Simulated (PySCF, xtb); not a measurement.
C₂H₉ClOSi₂, SMILES Cl[Si@H]([SiH2]C)OC.

GFN2-xTB in xtb 6.7.1 at its own geometry gives an orbital gap of 4.52 eV and a dipole moment of 1.67 D.

The structure is a stationary point at r2SCAN-D4/def2-SVP. The structure was generated by enumeration; whether it is a known compound was not checked. The values are those of a single conformer.

Question: What does PBE/def2-TZVP in PySCF give? (Estimate from the structure and the level; the computed values follow.)

Answer: gap 5.56 eV (levels -6.68 and -1.12 eV), dipole 0.95 D.
